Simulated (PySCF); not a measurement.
Structure problem from calculated spectra and properties.

Formula: C5H12Cl2SSi.

- 13C NMR: chemical shifts (computed TMS as zero) by class: 39.8 (1 C), 33.9 (1 C), 25.9 (1 C), 14.5 (1 C), 10.3 (1 C) ppm [GIAO PBE0/pcSseg-1]
- Rotational structure: rotational constants A, B, C: 1.471, 0.422, 0.384 GHz [GFN2-xTB]
- NMR, other nuclei: isotropic shieldings of nuclei other than C and H, by class: 305 (1 Si), 527 (1 S), 824 (2 Cl) ppm [GIAO PBE0/pcSseg-1]
- 1H NMR: chemical shifts (computed TMS as zero) by class: 2.54 (2 H), 1.74 (2 H), 1.36 (2 H), 1.00 (3 H), 0.80 (3 H) ppm [GIAO PBE0/pcSseg-1]
- Dipole: 3.48 D [PBE0/pcSseg-1]

The electronic properties come from PySCF, for the isolated species, density fitting. Levels stand in brackets. Isolated species at its GFN2-xTB geometry (one conformer only). NMR classes are plain means over equivalent atoms (diastereotopic ones count apart unless rotation or inversion swaps them), as if these changed places fast.

Question: Give a SMILES that accounts for the data.

Answer: Numbering: `[CH3:1][CH2:2][CH2:3][CH2:4][S:5][Si:6]([CH3:7])([Cl:8])[Cl:9]`. Its formula, C5H12Cl2SSi, gives 0 degrees of unsaturation, so no ring and no π bond. 5 carbons fall into 5 classes; from least to most shielded: chain CH2 carbon [C3] (39.8 ppm), sp3 carbon bound to sulfur [C4] (33.9 ppm), chain CH2 carbon [C2] (25.9 ppm), methyl carbon [C1] (14.5 ppm), Si-methyl carbon [C7] (10.3 ppm). Hydrogen classes from least to most shielded: 2 H on an sp3 carbon bound to sulfur, C4 (2.54 ppm), 2 H on a chain CH2 carbon, C3 (1.74 ppm, a mean of values up to 0.5 ppm apart in this geometry), 2 H on a chain CH2 carbon, C2 (1.36 ppm, a mean of values up to 0.6 ppm apart in this geometry), 3 H on a methyl carbon, C1 (1.00 ppm), 3 H on an Si-methyl carbon, C7 (0.80 ppm). The other shieldings belong to: 305 ppm, chlorine-bound silicon [Si6]; 527 ppm, sulfur bonded to C and Si [S5]; 824 ppm, silicon-bound chlorine [Cl8/Cl9]. The optimised geometry has point group C1 and is an asymmetric top. Structure: MeSiCl2SBu, `Cl[Si](Cl)(SCCCC)C`. The assignments are read from this structure; whether some other isomer fits the data as well wasn't checked.

Conformer computed: `[CH3:1][CH2:2][CH2:3][CH2:4][S:5][Si:6]([CH3:7])([Cl:8])[Cl:9]`: C1–C2–C3–C4 -70°, C2–C3–C4–S5 177°, C3–C4–S5–Si6 68°, C4–S5–Si6–C7 42°.
